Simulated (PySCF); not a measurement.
Polarisability and C₆ of Cu (copper, neutral)

[Ar] 3d10 4s1, 2S determinant. Calculation: PySCF 2.14, in def2-TZVPPD (6s6p4d2f1g, 67 functions); no relativity, point nucleus. Coupled (time-dependent) response in atomic units; α is the mean over directions.

```csv
method,mean α (bohr³),C₆ (like pair),S(−4)
UHF,76.50,531.0,5964
PBE,41.70,233.5,1540
PBE0,46.80,272.7,2021
MN15,49.03,295.8,2156
PBEsol,40.80,227.0,1462
```

S(−4) is the Cauchy moment in α(ω) = α(0) + S(−4) ω² + …

Reference α: 46.5 ± 0.5 bohr³ (recommended; Schwerdtfeger and Nagle, table of static dipole polarizabilities (2023 update)). Published C₆: 253.0 (Chu and Dalgarno (2004); Tang, Norbeck and Certain (1976)).

Hartree-Fock lies above the reference because it lacks correlation, which contracts the outer shell.

α(iu) at PBE:

```
u (hartree)  α(iu) (bohr³)
          0          41.70
     0.0500          38.21
      0.100          30.78
      0.200          18.04
      0.300          11.21
      0.500          5.577
      0.750          3.192
       1.00          2.218
       1.50          1.420
       2.00          1.078
       3.00         0.7373
       5.00         0.4166
```

A single London oscillator, α(iu) = α/(1 + u²/ω²), gives C₆ = (3/4) ω α². Matching the computed C₆ needs ω = 4 × 233.5 / (3 × 41.70²) = 0.179 hartree.
